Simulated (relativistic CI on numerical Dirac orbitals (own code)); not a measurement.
**One change at a time: Os²⁴⁺**

Base calculation: Dirac-Coulomb-Breit CI, orbitals from a KLI potential per configuration, a model potential for QED, unscaled Slater integrals.

CI space (outside the closed core [Ar] 3d10 4p6): 4s2 4d10 4f6, 4s2 4d10 4f5 5s, 4s2 4d10 4f4 5s2, 4s2 4d9 4f7, 4s2 4d10 4f5 5p, 4s2 4d10 4f4 5s 5p, 4s2 4d10 4f4 5p2, 4s2 4d10 4f5 6p, 4d10 4f8. Levels of other configurations are missing.

Variants: (1) P86 correlation estimate; (2) QED terms removed; (3) non-relativistic limit. Shifts of the energy above 4s2 4d10 4f6 7F_0, in cm⁻¹, for the lowest level and the first level of each name with at least 55 % of one term (blank where a level changes its place among those of its configuration and J or its character, or is not in the variant):

| Level | Base | Δ(1) | Δ(2) | Δ(3) |
| --- | --- | --- | --- | --- |
| 4s2 4d10 4f6 7F_0 | 0.0 | 0.0 | 0.0 | 0.0 |
| 4s2 4d10 4f6 7F_1 | 8160.7 | -0.3 | -81.3 | -8160.7 |
| 4s2 4d10 4f6 7F_2 | 16335.9 | -0.5 | -139.1 | -16335.9 |
| 4s2 4d10 4f6 7F_3 | 23593.6 | -0.6 | -176.6 | -23593.6 |
| 4s2 4d10 4f6 7F_4 | 29886.7 | -0.6 | -200.6 | -29886.7 |
| 4s2 4d10 4f6 7F_5 | 35086.7 | -0.6 | -212.1 | -35086.6 |
| 4s2 4d10 4f6 7F_6 | 38513.9 | -0.5 | -199.9 | -38513.9 |
| 4s2 4d10 4f6 5D_2 | 73113.3 | +0.4 | -201.5 | -21554.4 |
| 4s2 4d10 4f6 5L_7 | 78363.7 | -0.5 | -160.3 | -19985.8 |
| 4s2 4d10 4f6 5L_8 | 86139.0 | -0.6 | -200.5 | -27761.0 |
| 4s2 4d10 4f6 5D_3 | 86576.9 | +0.3 | -211.2 |  |
| 4s2 4d10 4f6 5L_10 | 89224.4 | -0.5 | -189.3 | -30846.4 |
| 4s2 4d10 4f6 5L_9 | 90781.1 | -0.6 | -222.2 | -32403.2 |
| 4s2 4d10 4f6 5F_1 | 106770.2 | +0.2 | -202.5 | -26514.0 |
| 4s2 4d10 4f6 5I_8 | 109782.4 | -0.2 | -215.9 | -30154.9 |
| 4s2 4d10 4f6 3P_1 | 122112.5 | +1.1 | -242.6 | -27339.6 |
| 4s2 4d10 4f6 3O_11 | 124912.8 | -0.8 | -240.9 | -28270.0 |
| 4s2 4d10 4f6 3O_12 | 127938.8 | -0.8 | -247.6 | -31296.0 |
| 4s2 4d10 4f6 5K_9 | 130037.2 | -0.3 | -259.9 |  |

At this charge energies of transitions that change n are usually good to better than 1 %, and those within a shell (Δn = 0) to a few per cent. Terms inside the open d or f shell come out 10 to 20 % too wide with unscaled integrals.

Ionisation energy from the two ground configurations alone: base 744.233 eV; P86 correlation estimate 746.245 eV. The NIST ASD value (theoretical) is 770 eV. The gap of more than 2 % comes from missing correlation, or from a tabulated value that is itself an estimate.

LS names give the leading component of a level, which can be under half, so a name can repeat, a term be missing and a line seem to break the LS rules.
